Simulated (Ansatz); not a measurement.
`C[Si](C)(F)[GaH2]` + H₂S → `C[Si](C)(F)S` + `[GaH3]`  (cleavage of the Si–Ga bond)

Computed with Ansatz on PBE0-D4/def2-TZVP structures; ΔE is electronic, products minus reactants. CCSD(T)/CBS is the MP2 limit (def2-TZVPP, def2-QZVPP) plus CCSD(T) − MP2 in def2-TZVPP, frozen cores. This one scheme is used for every species. DFT in def2-TZVPP. B3LYP here is the variant with VWN-RPA as its local correlation; programs differ in this. For Ga outer-core shells are correlated without core-valence functions, which leaves a few kJ/mol of doubt a bond. Scalar relativity is left out up to krypton. One conformer a species, not always the lowest.

```json
{"level": "LDA (SPW92)", "ΔE (kJ/mol)": "-59.6", "difference from CCSD(T)/CBS": "2.9"}
{"level": "PBE-D4", "ΔE (kJ/mol)": "-55.1", "difference from CCSD(T)/CBS": "7.4"}
{"level": "revPBE-D4", "ΔE (kJ/mol)": "-57.8", "difference from CCSD(T)/CBS": "4.7"}
{"level": "BLYP-D4", "ΔE (kJ/mol)": "-56.1", "difference from CCSD(T)/CBS": "6.4"}
{"level": "B97M-V", "ΔE (kJ/mol)": "-75.0", "difference from CCSD(T)/CBS": "-12.5"}
{"level": "PBE0-D4", "ΔE (kJ/mol)": "-60.7", "difference from CCSD(T)/CBS": "1.8"}
{"level": "B3LYP-D4", "ΔE (kJ/mol)": "-60.3", "difference from CCSD(T)/CBS": "2.2"}
{"level": "r2SCANh-D4", "ΔE (kJ/mol)": "-67.5", "difference from CCSD(T)/CBS": "-5.0"}
{"level": "r2SCAN0-D4", "ΔE (kJ/mol)": "-68.7", "difference from CCSD(T)/CBS": "-6.2"}
{"level": "BHLYP-D4", "ΔE (kJ/mol)": "-65.4", "difference from CCSD(T)/CBS": "-2.9"}
{"level": "CAM-B3LYP-D4", "ΔE (kJ/mol)": "-64.5", "difference from CCSD(T)/CBS": "-2.0"}
{"level": "ωB97X-V", "ΔE (kJ/mol)": "-66.4", "difference from CCSD(T)/CBS": "-3.9"}
{"level": "ωB97M-V", "ΔE (kJ/mol)": "-68.9", "difference from CCSD(T)/CBS": "-6.4"}
{"level": "B2PLYP", "ΔE (kJ/mol)": "-64.3", "difference from CCSD(T)/CBS": "-1.8"}
{"level": "PBE-QIDH", "ΔE (kJ/mol)": "-67.7", "difference from CCSD(T)/CBS": "-5.2"}
{"level": "PBE", "ΔE (kJ/mol)": "-54.4", "difference from CCSD(T)/CBS": "8.1"}
{"level": "revPBE", "ΔE (kJ/mol)": "-52.9", "difference from CCSD(T)/CBS": "9.6"}
{"level": "BLYP", "ΔE (kJ/mol)": "-53.8", "difference from CCSD(T)/CBS": "8.7"}
{"level": "r2SCAN", "ΔE (kJ/mol)": "-66.6", "difference from CCSD(T)/CBS": "-4.1"}
{"level": "PBE0", "ΔE (kJ/mol)": "-60.3", "difference from CCSD(T)/CBS": "2.2"}
{"level": "B3LYP", "ΔE (kJ/mol)": "-59.3", "difference from CCSD(T)/CBS": "3.2"}
{"level": "r2SCANh", "ΔE (kJ/mol)": "-67.5", "difference from CCSD(T)/CBS": "-5.0"}
{"level": "r2SCAN0", "ΔE (kJ/mol)": "-68.6", "difference from CCSD(T)/CBS": "-6.1"}
{"level": "BHLYP", "ΔE (kJ/mol)": "-66.4", "difference from CCSD(T)/CBS": "-3.9"}
{"level": "CAM-B3LYP", "ΔE (kJ/mol)": "-64.4", "difference from CCSD(T)/CBS": "-1.9"}
{"level": "LC-ωPBE", "ΔE (kJ/mol)": "-65.5", "difference from CCSD(T)/CBS": "-3.0"}
{"level": "RPA@PBE/def2-TZVPP", "ΔE (kJ/mol)": "-58.4", "difference from CCSD(T)/CBS": "4.1"}
{"level": "HF/def2-SVP", "ΔE (kJ/mol)": "-67.9", "difference from CCSD(T)/CBS": "-5.4"}
{"level": "MP2/def2-SVP", "ΔE (kJ/mol)": "-67.3", "difference from CCSD(T)/CBS": "-4.8"}
{"level": "CCSD/def2-SVP", "ΔE (kJ/mol)": "-59.6", "difference from CCSD(T)/CBS": "2.9"}
{"level": "CCSD(T)/def2-SVP", "ΔE (kJ/mol)": "-59.2", "difference from CCSD(T)/CBS": "3.3"}
{"level": "HF/def2-TZVPP", "ΔE (kJ/mol)": "-73.5", "difference from CCSD(T)/CBS": "-11.0"}
{"level": "MP2/def2-TZVPP", "ΔE (kJ/mol)": "-70.7", "difference from CCSD(T)/CBS": "-8.2"}
{"level": "SCS-MP2/def2-TZVPP", "ΔE (kJ/mol)": "-68.3", "difference from CCSD(T)/CBS": "-5.8"}
{"level": "CCSD/def2-TZVPP", "ΔE (kJ/mol)": "-62.5", "difference from CCSD(T)/CBS": "0.0"}
{"level": "CCSD(T)/def2-TZVPP", "ΔE (kJ/mol)": "-62.6", "difference from CCSD(T)/CBS": "-0.1"}
{"level": "HF/def2-QZVPP", "ΔE (kJ/mol)": "-74.2", "difference from CCSD(T)/CBS": "-11.7"}
{"level": "MP2/def2-QZVPP", "ΔE (kJ/mol)": "-70.9", "difference from CCSD(T)/CBS": "-8.4"}
{"level": "SCS-MP2/def2-QZVPP", "ΔE (kJ/mol)": "-69.1", "difference from CCSD(T)/CBS": "-6.6"}
{"level": "CCSD/CBS(def2)", "ΔE (kJ/mol)": "-62.5", "difference from CCSD(T)/CBS": "0.0"}
{"level": "CCSD(T)/CBS", "ΔE (kJ/mol)": "-62.5", "difference from CCSD(T)/CBS": "0"}
```

Largest T1 diagnostic among the species: 0.013.

Leaving LDA and LC-ωPBE aside and taking each functional with its dispersion term where it has one, the values spread over 19.8 kJ/mol, from B97M-V to PBE-D4. LDA lies −5.2 kJ/mol from PBE without D4. From BLYP to BHLYP (50 % exact exchange), in def2-TZVPP and without D4, ΔE moves by −12.6 kJ/mol. At CCSD(T), def2-SVP lies +3.3 kJ/mol from the extrapolated value and def2-TZVPP −0.1 kJ/mol.
